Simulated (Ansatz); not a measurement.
Calculated with Ansatz (gas phase, PBE0-D4/def2-TZVP geometries, no zero-point term in ΔE). CBS: MP2 limit from def2 TZ/QZ plus the TZ coupled-cluster correction, frozen cores. This one scheme is used for every species. DFT in def2-TZVPP.

`Cl[SiH]1[SiH2][SiH2]1` + H–F → `F[SiH]1[SiH2][SiH2]1` + HCl  (ligand exchange at the Si–Cl bond)

```
       level  ΔE (kJ/mol)
       BHLYP        -32.7
MP2/def2-SVP        -19.5
```

**Question.** What does CCSD(T)/CBS give? (Estimate.)

**Answer.** The calculation gave: -20.6 kJ/mol. The listed levels differ from it by -12.1, 1.1 kJ/mol.

Largest T1 diagnostic among the species: 0.015.

Leaving LDA and LC-ωPBE aside and taking each functional with its dispersion term where it has one, the values, not all of them listed here, spread over 17.2 kJ/mol, from CAM-B3LYP-D4 to revPBE-D4. In def2-TZVPP, CCSD(T) changes the Hartree–Fock value by +10.1 kJ/mol (the triples alone add +2.4 kJ/mol) and MP2 by +16.7 kJ/mol. From r2SCAN to r2SCAN0 (25 % exact exchange), in def2-TZVPP and without D4, ΔE moves by +3.0 kJ/mol.
